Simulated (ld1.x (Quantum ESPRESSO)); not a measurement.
**revPBE TM dataset for Ca (Z = 20), scalar-relativistic all-electron reference.**

| Property | Result |
| --- | --- |
| Element | calcium |
| Generator | ld1.x (Quantum ESPRESSO) 7.5 |
| Type | norm-conserving Troullier–Martins (Kleinman–Bylander form) |
| Functional | revPBE |
| Relativity | scalar-relativistic |
| Frozen core | [Ne] |
| Valence charge | 10 |
| Reference configuration | 3s2 3p6 3d0 4s2 4p0 |
| Partial waves | 3p (bound): rc 1.85 bohr; 3d (bound, empty): rc 1.55 bohr; 3s (bound): rc 1.85 bohr |
| Local potential | the s channel |
| Core correction | none |

Occupied shells without a wave of their own: 4s. They enter only through the test configuration that unscreens the potential.

All-electron outer shells of the reference configuration (revPBE, scalar-relativistic, ld1.x):

```
shell  level (eV)  outermost node (bohr)  outermost maximum (bohr)
   2s     -414.51                   0.10                      0.30
   2p     -334.72                      –                      0.25
   3s      -47.16                   0.45                      0.99
   3p      -28.04                   0.42                      1.06
   4s       -3.74                   1.43                      3.42
   3d       -1.90                      –                      1.27
   4p       -1.41                   1.63                      4.34
```

What the tests gave:

```
Cutoffs needed           : 30 Ry and 55 Ry (the cutoffs (Ry, on a coarse ladder) from which the occupation-weighted sum of valence levels, in a spherical-Bessel basis at the reference potential, stays within 10 and 1 mRy of its value at 400 Ry) The cutoffs count occupied waves only; the empty 3d level needs 60 Ry at the loose tolerance.
Ghost test               : no extra level below or beside the all-electron valence levels (p, d, s, f tested) (spherical-Bessel basis up to 400 Ry, 20 bohr box)
Largest excitation error : -1528 meV (all-electron minus pseudo) for 3s2 3p6 3d0 4s0 4p0, out of 7 test configurations
```

The potential misses its own reference levels by up to 0.4 eV.

Generation and tests took about 1.1 s on one core of a shared server CPU.
